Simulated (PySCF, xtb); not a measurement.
In(vinyl)(OH)(OMe) (C₃H₇InO₂), SMILES [CH]([In]([OH])[O]C)=C.

xtb with GFN2-xTB at its own geometry gives an orbital gap of 2.93 eV and a dipole moment of 4.06 D.

Coordinates come from a PBE0-D3(BJ)/def2-SVP optimisation. The def2 effective core potentials stand for the cores of In; spin–orbit coupling is left out. The values are those of a single conformer.

Task: What does PySCF with r2SCAN/def2-TZVP give? (The exact figures need the calculation; the answer reports its results.)

Result: gap 4.10 eV (levels -6.13 and -2.02 eV), dipole 2.49 D.
